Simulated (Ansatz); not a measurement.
Reaction (ligand exchange at a Ge–F bond): `[F][GeH2][Cl]` + CH₃SH → `C[S][GeH2][Cl]` + H–F

Program: Ansatz. Geometries: PBE0-D4/def2-TZVP. ΔE: electronic, gas phase. CCSD(T)/CBS adds triple-zeta CCSD(T) − MP2 to the extrapolated MP2 energy (def2 sets, frozen cores). This one scheme is used for every species. DFT in def2-TZVPP. For Ge outer-core shells are correlated without core-valence functions, which leaves a few kJ/mol of doubt a bond. Scalar relativity is left out up to krypton. Each species was taken in one conformer, which may not be the lowest.

`[F][GeH2][Cl]`:

Cartesian coordinates in Å:
```
F 1.026 -0.209 1.327
Ge 0.092 -0.035 -0.119
Cl -1.858 0.573 0.494
H 0.006 -1.416 -0.767
H 0.733 1.087 -0.935
```

CH₃SH:

```xyz
6

C     0.465   -0.059   -0.147
S    -0.873    0.030    1.063
H     0.309   -0.871   -0.857
H     1.373   -0.264    0.420
H     0.591    0.885   -0.674
H    -1.865    0.279    0.194
```

`C[S][GeH2][Cl]`:

Cartesian coordinates in Å:
```
C 0.752 -1.324 -0.312
S 1.007 0.378 -0.889
Ge -0.704 1.340 0.091
Cl -0.505 1.176 2.240
H 0.804 -1.375 0.775
H -0.199 -1.723 -0.663
H 1.563 -1.917 -0.734
H -0.699 2.827 -0.271
H -2.018 0.618 -0.238
```

H–F:

Z-matrix (Å, degrees):
```
F
H 1 0.920
```

(1) Is it downhill or uphill in electronic energy at CCSD(T)/CBS, and by how much? (An estimate is asked.)

(2) What do these levels give: B97M-V, PBE0, CAM-B3LYP, HF/def2-SVP, SCS-MP2/def2-TZVPP, CCSD(T)/def2-TZVPP? (Best estimate.)

Largest T1 diagnostic among the species: 0.011.

Results:

(1) Computed: Nearly level: ΔE = +0.3 kcal/mol.

(2) Computed: B97M-V 4.4, PBE0 1.7, CAM-B3LYP 6.2, HF/def2-SVP 8.1, SCS-MP2/def2-TZVPP 2.8, CCSD(T)/def2-TZVPP 1.9 kcal/mol.

Leaving LDA and LC-ωPBE aside and taking each functional with its dispersion term where it has one, the values, not all of them listed here, spread over 4.7 kcal/mol, from revPBE-D4 to CAM-B3LYP-D4. LDA lies −2.1 kcal/mol from PBE without D4. In def2-TZVPP, CCSD(T) changes the Hartree–Fock value by −6.1 kcal/mol (the triples alone add −1.0 kcal/mol) and MP2 by −7.8 kcal/mol.
